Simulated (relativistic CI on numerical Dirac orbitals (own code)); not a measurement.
# Spin-allowed bands of a d3 ion in an octahedral site, by hand

Problem. A d3 ion in an octahedral site has a 4A2 ground term and spin-allowed bands at ν1 = 24250 and ν2 = 30203 cm⁻¹ (from a computed ligand-field model). Find Δ and the Racah parameter B, and predict the third band.

Working.
1. The F term splits into A2 (−1.2Δ), T2 (−0.2Δ) and T1 (+0.6Δ), so ν1 = E(T2) − E(A2) = Δ = 24250 cm⁻¹.
2. T1(F) mixes with T1(P), which lies at 15B, through an element 0.4Δ. The two roots, counted from A2, are ν2,3 = ½(15B + 3Δ) ∓ ½√[(15B − Δ)² + 12BΔ].
3. Solving the lower root for B gives B = (2ν1² + ν2² − 3ν1ν2)/(15ν2 − 27ν1) = -108922041/-201705 = 540 cm⁻¹.
4. The sum of the roots is 15B + 3Δ, so ν3 = 15B + 3ν1 − ν2 = 50647 cm⁻¹ (197 nm).

Check. The bands were computed by exact diagonalisation of the d3 shell with B = 540 and Δ = 24250 cm⁻¹, which gives ν3 = 50647 cm⁻¹. C does not enter the terms of highest spin.
